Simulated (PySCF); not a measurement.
PySCF 2.14 output of an unrestricted BLYP calculation on a single atom or ion in x2c-QZVPPall, with the spin-free X2C one-electron Hamiltonian (Gaussian nucleus):

```
SCF conv_tol = 1e-09
number electrons alpha = 15  beta = 9
    A. D. Becke.,  Phys. Rev. A 38, 3098 (1988)
    C. Lee, W. Yang, and R. G. Parr.,  Phys. Rev. B 37, 785 (1988)
    B. Miehlich, A. Savin, H. Stoll, and H. Preuss.,  Chem. Phys. Lett. 157, 200 (1989)
cycle= 1 E= -1050.72751716286  delta_E= -0.0148  |g|= 0.165  |ddm|= 0.257
cycle= 2 E= -1050.69794599612  delta_E= 0.0296  |g|= 0.373  |ddm|= 0.273
cycle= 3 E= -1050.73670022851  delta_E= -0.0388  |g|= 0.0302  |ddm|= 0.167
cycle= 4 E= -1050.73705175472  delta_E= -0.000352  |g|= 0.00136  |ddm|= 0.0277
cycle= 5 E= -1050.73705239111  delta_E= -6.36e-07  |g|= 0.000165  |ddm|= 0.00112
cycle= 6 E= -1050.73705239433  delta_E= -3.22e-09  |g|= 4.73e-05  |ddm|= 0.000395
cycle= 7 E= -1050.73705239519  delta_E= -8.56e-10  |g|= 4.95e-06  |ddm|= 3.76e-05
converged SCF energy = -1050.73705239519  <S^2> = 12.000339  2S+1 = 7.0000967
```

The run itself started from symmetry-adapted Hartree-Fock orbitals and held the occupation by maximum overlap, on a logarithmic radial grid, so the iterations belong to that start.

Problem. Which element, charge and spin multiplicity is this?

Solution. Cr (chromium, neutral), multiplicity 7; the state was [Ar] 3d5 4p1, high-spin 7P determinant (an excited configuration).
